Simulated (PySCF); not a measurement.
C2H8ClNSi, SMILES CC[SiH](N)Cl.

The structure is a stationary point at B3LYP-D3(BJ)/def2-SVP. The values are those of a single conformer.

Calculation: SMD-ωB97X/def2-SVP (PySCF).

Solvation free energies are E(SMD) − E(gas) at the gas-phase geometry, for 1 M in both phases. In vacuum the dipole moment is 2.07 D.

```json
[
 {"solvent": "water", "ΔG(solv) (kcal/mol)": "…", "its non-electrostatic (CDS) part": "…", "dipole (D)": "…"},
 {"solvent": "N,N-dimethylformamide", "ΔG(solv) (kcal/mol)": "-4.9", "its non-electrostatic (CDS) part": "0.1", "dipole (D)": "2.50"},
 {"solvent": "methanol", "ΔG(solv) (kcal/mol)": "-5.6", "its non-electrostatic (CDS) part": "-0.6", "dipole (D)": "2.50"}
]
```

Task: Fill in the missing entries. (An estimate is asked for; the answer gives what the named calculation found.)

Result: 
- water, ΔG(solv) (kcal/mol): -1.4
- water, its non-electrostatic (CDS) part: 3.8
- water, dipole (D): 2.51
